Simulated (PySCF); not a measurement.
Two-component Hartree-Fock for Fe⁺ (iron, charge +1)

Start: [Ar] 3d5 4s1 4p1; 3d5/2 filled at m_j = -3/2, -1/2, +1/2, +3/2, +5/2; 4s1/2 filled at m_j = +1/2; 4p3/2 filled at m_j = +3/2. Calculated with PySCF 2.14 in x2c-TZVPall-2c with one added diffuse shell each of s, p, d type (7s8p5d1f, 63 functions): generalised Hartree-Fock with the X2C-1e Hamiltonian and a Gaussian nucleus; one run each with spin-orbit coupling (SO) switched off, then screened by Boettger's factors. This is a chosen level, not necessarily the ground level.

```tsv
spinor shell	electrons	ε, spin-free (eV)	ε, screened SO (eV)	weight of nominal j (screened SO)	rms radius, screened SO (bohr)
1s1/2	2	-7191.7	-7191.6	1.000	0.0675
2s1/2	2	-899.96	-899.96	1.000	0.288
2p1/2	2	-765.59	-774.54	0.975	0.259
2p3/2	4	-765.59	-761.24	0.987	0.261
3s1/2	2	-132.00	-132.02	1.000	0.863
3p1/2	2	-91.002	-91.484	0.664	0.918
3p3/2	4	-91.002	-90.802	0.832	0.922
3d5/2	5	-35.525	-35.542	0.591	1.11
4s1/2	1	-19.428	-19.433	0.999	2.78
4p3/2	1	-13.279	-13.243	1.000	3.29
```

```tsv
quantity	spin-free	screened SO
E (hartree)	-1270.92435	-1270.94301
M_J	9/2	9/2
⟨J²⟩	24.757	24.757
⟨L²⟩	2.006	2.009
⟨S²⟩	15.751	15.748
```

Each row is a mean over spinors that exchange with the open shell spreads, by up to 16.134 eV (3p3/2).

Rows whose weight is well below 1 are mixtures of j = l ± 1/2: exchange outweighs spin-orbit coupling there, and the label is only the starting occupation.

Without spin-orbit coupling the j labels of p, d and f shells carry no meaning; the spin-free column gives the mean over the occupied spinors of each nl shell.
